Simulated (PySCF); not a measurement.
An unknown shows these calculated signals:

1H NMR (400 MHz, computed): δ 7.40 (m, 4H), 4.65 (m, 4H).

13C{1H} NMR (computed): δ 153.2 (CH).

- geometry: GFN2-xTB
- GIAO PBE0/pcSseg-1 shieldings
- run in PySCF 2.14
- no solvent model, a single conformation, non-relativistic, fast rotation and ring inversion assumed for equivalent nuclei

δ = σ(ref) − σ, references computed at the same level: 1H (σ = 31.72 ppm) and 13C (σ = 186.93 ppm) against TMS.

Problem. Which of these does the molecule contain: a Si–H bond, a methoxy group, a CH3CH2 unit, a non-aromatic C=C double bond, a C≡C triple bond?

Solution. 
- A Si–H bond: yes (δH 4.65 (m)).
- A methoxy group: no.
- A CH3CH2 unit: no.
- A non-aromatic C=C double bond: yes.
- A C≡C triple bond: no.

The data belong to SMILES C1=C[SiH2]C=C[SiH2]1, C4H8Si2; they needn't prove each group on their own.

Carbon signals by region: 1 in the sp2 and nitrile region (100–160 ppm).

Shifts are as computed. Against solution values, carbons near 30 ppm lie about +3 ppm off and those near 130 ppm about +5 ppm. Of 1211 compounds with measured shifts, 218 miss one by over three times the rms of a fit or turn the order of signals round; such compounds aren't used in these exercises. Multiplicities follow the n + 1 count of equivalent neighbours, as no J values were calculated; m marks all less simple cases, F and P coupling included.
